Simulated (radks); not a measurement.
Values are calculated unless marked as measured or tabulated.
Problem. Neutral antimony, [Kr] 4d10 5s2 5p3. Code: a radial shooting solver on a logarithmic mesh with Libxc functionals. Model: non-relativistic Kohn-Sham, exchange-only LDA, spin-polarised, spherical densities, point nucleus. Every spin shell is full or empty, so the densities are truly spherical. Functionals are evaluated on that one density, not self-consistently. Rank these exchange functionals by their error against the exact value of the orbitals, and give that value: LDA, PBE, revPBE, RPBE, PW91, AM05, EV93, TPSS.

Solution. Exact: -163.596 hartree. From best to worst, with 100 (|E| - |E exact|)/|E exact| (equal figures are ties): PW91 0.00, RPBE -0.24, revPBE -0.29, TPSS -0.29, EV93 -0.32, PBE -0.42, AM05 -4.49, LDA -4.81.
